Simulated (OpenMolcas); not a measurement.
**3d⁶ along the 24-electron sequence**

* Program: OpenMolcas
* Method: XMS-CASPT2, IPEA 0.25 Eh, imaginary shift 0.1 Eh
* Basis: ANO-RCC-VTZP
* Scalar Hamiltonian: DKH2, point nucleus
* Spin-orbit coupling: RASSI with atomic mean-field integrals over the reference wave functions, term energies averaged over their components

Active space for each ion: 6 electrons in 5 orbitals (3d); closed shells correlated by CASPT2: 3s 3p.

Computed levels in cm-1 above ⁵D₄:

```json
{"Level": "⁵D₃", "Fe2+": "437", "Co3+": "657", "Ni4+": "856", "Cu5+": "1146"}
{"Level": "⁵D₂", "Fe2+": "745", "Co3+": "1111", "Ni4+": "1442", "Cu5+": "1915"}
{"Level": "⁵D₁", "Fe2+": "943", "Co3+": "1401", "Ni4+": "1816", "Cu5+": "2400"}
{"Level": "⁵D₀", "Fe2+": "1041", "Co3+": "1544", "Ni4+": "1998", "Cu5+": "2640"}
{"Level": "³P₂(1)", "Fe2+": "20570", "Co3+": "23550", "Ni4+": "27300", "Cu5+": "30290"}
{"Level": "³H₆", "Fe2+": "21360", "Co3+": "24630", "Ni4+": "28490", "Cu5+": "31850"}
{"Level": "³H₅", "Fe2+": "21570", "Co3+": "24940", "Ni4+": "28880", "Cu5+": "32330"}
{"Level": "³H₄", "Fe2+": "21730", "Co3+": "25150", "Ni4+": "29110", "Cu5+": "32540"}
{"Level": "³P₁(1)", "Fe2+": "21840", "Co3+": "25450", "Ni4+": "29790", "Cu5+": "33620"}
{"Level": "weight of ⁵D in the lowest level (%)", "Fe2+": "100", "Co3+": "100", "Ni4+": "100", "Cu5+": "100"}
```

Measured, with the error of the calculation in %. Measured levels: Fe2+ from Corliss and Sugar, J. Phys. Chem. Ref. Data 11, 135 (1982); Co3+ from Sugar and Corliss, J. Phys. Chem. Ref. Data 10, 1097 (1981); Ni4+ from Corliss and Sugar, J. Phys. Chem. Ref. Data 10, 197 (1981); Cu5+ from Sugar and Musgrove, J. Phys. Chem. Ref. Data 19, 527 (1990).

| Level | Fe2+ | Co3+ | Ni4+ | Cu5+ |
| --- | --- | --- | --- | --- |
| ⁵D₃ | 436 (+0.1) | 639 (+2.7) | 890 (-3.8) | 1196 (-4.1) |
| ⁵D₂ | 739 (+0.8) | 1078 (+3.1) | 1490 (-3.2) | 1987 (-3.6) |
| ⁵D₁ | 932 (+1.2) |  | 1872 (-3.0) | 2490 (-3.4) |
| ⁵D₀ | 1027 (+1.3) | 1494 (+3.4) | 2058 (-2.9) | 2733 (-3.3) |
| ³P₂(1) | 19405 (+6.0) | 22883 (+2.9) | 26153 (+4.4) | 29285 (+3.4) |
| ³H₆ | 20051 (+6.5) | 23680 (+4.0) | 27111 (+5.1) | 30418 (+4.7) |
| ³H₅ | 20301 (+6.3) | 24032 (+3.8) | 27578 (+4.7) | 31009 (+4.3) |
| ³H₄ | 20482 (+6.1) | 24272 (+3.6) | 27859 (+4.5) | 31288 (+4.0) |
| ³P₁(1) | 20688 (+5.6) | 24729 (+2.9) | 28698 (+3.8) | 32685 (+2.9) |

The fine-structure level ⁵D₀ changes by a factor of 2.54 from Fe2+ to Cu5+. Its fourth root runs 5.68, 6.27, 6.69, 7.17, with steps per unit of Z of 0.59, 0.42, 0.48; equal steps would mean a (Z - σ)^4 law with constant σ.

³P₂(1) changes by a factor of 1.47 over the same range, with steps per unit of Z of +2980, +3750, +2990 cm-1.

Term energies are means over components that CASPT2 splits; among the terms shown or strongly mixed into the levels shown the widest spread is 810 cm-1 (3d⁶ ³F(1), Co3+). The CASPT2 spread within a term exceeds the gap to the next term for 3d⁶ ³P(1) and 3d⁶ ³H, so the order of their levels is uncertain. Computed and measured levels are paired by configuration, term and J; levels that our copy of the source lacks, or whose pairing is in doubt (as where it misses far off the trend of its configuration), stay unpaired and out of the deviations. Only configurations of the active space appear.

A number in round brackets counts repeated terms of one configuration in the order of the reference energies.
